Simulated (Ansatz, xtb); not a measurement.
## C2H5AlF: where a starting geometry ends

The starting geometry of this gas-phase doublet was built from a drawn formula by distance geometry and a force field; its bonds are those of `[CH3][Al][CH2]F`.

```yaml
atoms:
  - { symbol: C, position_ang: [-2.8422, -0.5864, 1.1090] }
  - { symbol: C, position_ang: [0.5021, -0.0059, 0.4973] }
  - { symbol: Al, position_ang: [-1.1116, -1.1926, 0.3966] }
  - { symbol: F, position_ang: [0.2376, 1.1594, -0.2298] }
  - { symbol: H, position_ang: [-3.1675, 0.3269, 0.4810] }
  - { symbol: H, position_ang: [-2.7722, -0.3252, 2.1234] }
  - { symbol: H, position_ang: [-3.6275, -1.3545, 0.9537] }
  - { symbol: H, position_ang: [0.6557, 0.2712, 1.5848] }
  - { symbol: H, position_ang: [1.3685, -0.5273, 0.0484] }
```

Q: Predict what becomes of its bonds when it is optimised with r2SCAN-D4/def2-SVP.

A: It keeps its bonds, and is `[CH3][Al][CH2]F`.

The energy falls by 0.23 eV over 19 steps:

```json
{"step": "1", "E − E(last) (eV)": "0.225"}
{"step": "3", "E − E(last) (eV)": "0.041"}
{"step": "5", "E − E(last) (eV)": "0.018"}
{"step": "7", "E − E(last) (eV)": "0.005"}
{"step": "9", "E − E(last) (eV)": "0.002"}
{"step": "11", "E − E(last) (eV)": "0.001"}
{"step": "13", "E − E(last) (eV)": "0.001"}
{"step": "15", "E − E(last) (eV)": "0.000"}
{"step": "17", "E − E(last) (eV)": "0.000"}
{"step": "19", "E − E(last) (eV)": "0.000"}
```

Final geometry (Å):

```yaml
atoms:
  - { symbol: C, position_ang: [-2.8094, -0.5922, 0.9686] }
  - { symbol: C, position_ang: [0.4470, -0.0475, 0.5855] }
  - { symbol: Al, position_ang: [-1.0193, -1.3929, 0.8647] }
  - { symbol: F, position_ang: [-0.1372, 1.2264, 0.5039] }
  - { symbol: H, position_ang: [-2.9560, 0.0631, 0.0908] }
  - { symbol: H, position_ang: [-2.8468, 0.0680, 1.8551] }
  - { symbol: H, position_ang: [-3.6537, -1.2946, 1.0290] }
  - { symbol: H, position_ang: [1.1898, -0.0393, 1.4084] }
  - { symbol: H, position_ang: [1.0285, -0.2255, -0.3413] }
```

From the same start GFN2-xTB ends elsewhere, differing in Al3–F4 (2.06 against 2.79 Å here).

The end wasn't checked by frequencies. Open shells are spin-unrestricted. Run with Ansatz 0.2.0, 86 s on 2 threads of Arm Neoverse V2 (shared host).
